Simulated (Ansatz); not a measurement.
Geometry optimisation, DFT PBE-D3(BJ), scalar-relativistic, plane waves, PAW in Ansatz 0.2.0.

Input:

```yaml
accuracy: low
crystal:
  lattice:
    - [7.134802, 0.0, 0.0]
    - [0.0, 7.134802, 0.0]
    - [0.0, 0.0, 7.134802]
  atoms:
    - { symbol: C, position: [0.0721541, 0.9458518, 0.9898836] }
    - { symbol: O, position: [0.0497511, 0.9612408, 1.1528309] }
    - { symbol: O, position: [0.0945571, 0.9304628, 0.8269364] }
    - { symbol: C, position: [0.560828, 0.418227, 0.4897482] }
    - { symbol: C, position: [0.430579, 0.3951308, 0.3241959] }
    - { symbol: O, position: [0.4437104, 0.2045171, 0.2651432] }
    - { symbol: H, position: [0.3603846, 0.1883835, 0.1586993] }
    - { symbol: H, position: [0.286226, 0.430352, 0.3649429] }
    - { symbol: H, position: [0.4715605, 0.4909102, 0.2106817] }
    - { symbol: H, position: [0.5571162, 0.5622915, 0.541844] }
    - { symbol: H, position: [0.5191612, 0.3238335, 0.6027455] }
    - { symbol: H, position: [0.704276, 0.3843199, 0.4486673] }
    - { symbol: C, position: [0.5347906, 0.8518728, 0.2031489] }
    - { symbol: C, position: [0.4462752, 0.842374, 0.0108455] }
    - { symbol: O, position: [0.5950818, 0.8250548, -0.1216305] }
    - { symbol: H, position: [0.5394392, 0.8188494, -0.245724] }
    - { symbol: H, position: [0.3506582, 0.7218593, 0.0023472] }
    - { symbol: H, position: [0.363378, 0.9694956, -0.0157396] }
    - { symbol: H, position: [0.4273445, 0.8653112, 0.3115789] }
    - { symbol: H, position: [0.6160742, 0.7249812, 0.2297228] }
    - { symbol: H, position: [0.6287789, 0.9723239, 0.2116575] }
    - { symbol: C, position: [0.8763291, 0.5793894, 0.8616551] }
    - { symbol: C, position: [1.0535591, 0.5340595, 0.7546948] }
    - { symbol: O, position: [1.0363182, 0.6179785, 0.5739917] }
    - { symbol: H, position: [1.1497042, 0.5895375, 0.5042169] }
    - { symbol: H, position: [1.1763351, 0.589319, 0.8296019] }
    - { symbol: H, position: [1.0709556, 0.3814108, 0.743103] }
    - { symbol: H, position: [0.8809095, 0.5185793, 1.0022378] }
    - { symbol: H, position: [0.8599472, 0.731025, 0.8740222] }
    - { symbol: H, position: [0.7546927, 0.5233634, 0.787626] }
    - { symbol: C, position: [1.0515289, 0.3160149, 0.1468364] }
    - { symbol: C, position: [0.8717389, 0.3291791, 0.2582277] }
    - { symbol: O, position: [0.8712003, 0.1764605, 0.3873401] }
    - { symbol: H, position: [0.7560496, 0.1838167, 0.4595896] }
    - { symbol: H, position: [0.8650454, 0.4640504, 0.3324138] }
    - { symbol: H, position: [0.7501886, 0.3219273, 0.1638266] }
    - { symbol: H, position: [1.0604054, 0.4299461, 0.0447423] }
    - { symbol: H, position: [1.1720578, 0.3244326, 0.2407331] }
    - { symbol: H, position: [1.0573373, 0.1824781, 0.0723458] }
basis:
  ecutwfc: 420.0
kpoints:
  mp_grid: { grid: [1, 1, 1] }
hamiltonian:
  xc: pbe
  dispersion: d3bj
scf:
  occupations: { method: fermi_dirac, width: 0.02 }
  lower_state_search: "off"
relax:
  f_tol: 0.3
  max_steps: 15
  adjacent_minimum: "off"
```

Launched with:

```bash
$ ansatz run input.yaml --threads 1 --pin off --max-ram 3072MiB --backend cpu --events-out ev --progress --plain --runs-dir out
```

**Question.** Where does it end, and by what steps?

**Answer.** It converged. The threshold is loose, so the end isn't yet a minimum. The force dipped under the threshold on the way, but the program's further checks kept it going. Limits of this set-up: coarse k mesh, low accuracy level. After 12 steps the energy has fallen by 3.416 eV; H16 moved furthest, 1.48 Å.

```tsv
step	energy less start (eV)	largest force component (eV/Å)	accepted
0	0.0000	2.439	yes
1	-0.9294	1.265	yes
2	-1.5072	1.339	yes
3	-1.9893	1.803	yes
4	-2.4091	1.275	yes
5	-2.6657	0.610	yes
6	-2.8073	0.475	yes
7	-2.9498	0.428	yes
8	-3.0562	0.550	yes
9	-3.1683	0.529	yes
10	-3.2574	0.346	yes
11	-3.3384	0.200	yes
12	-3.4158	0.182	yes
```

```xyz
39
Lattice="7.1348 0.0000 0.0000 0.0000 7.1348 0.0000 0.0000 0.0000 7.1348" Properties=species:S:1:pos:R:3
C 0.506 6.397 6.583
O 0.413 5.856 7.619
O 0.630 6.944 5.558
C 3.586 3.733 3.977
C 2.912 2.937 2.882
O 3.286 1.546 3.033
H 2.985 1.065 2.243
H 1.816 3.010 2.955
H 3.214 3.302 1.881
H 3.191 4.762 4.003
H 3.385 3.264 4.956
H 4.670 3.795 3.831
C 4.156 5.986 1.168
C 3.642 6.505 -0.164
O 4.768 6.928 -0.943
H 4.454 7.191 -1.826
H 3.078 5.711 -0.693
H 2.944 7.354 -0.018
H 3.321 5.792 1.856
H 4.715 5.052 1.040
H 4.846 6.706 1.638
C 6.140 3.592 5.957
C 7.357 3.645 5.045
O 7.001 4.479 3.927
H 7.782 4.600 3.360
H 8.228 4.075 5.575
H 7.641 2.635 4.707
H 6.432 3.550 7.005
H 5.559 4.512 5.823
H 5.513 2.725 5.739
C 7.517 1.787 1.153
C 6.201 2.106 1.851
O 6.035 1.206 2.948
H 5.081 1.271 3.173
H 6.198 3.147 2.218
H 5.364 1.995 1.139
H 8.107 2.687 0.936
H 8.098 1.129 1.817
H 7.349 1.283 0.201
```

The run took 31 s on 1 thread of Arm Neoverse V2, with other jobs on the host, peak memory 0.39 GiB.
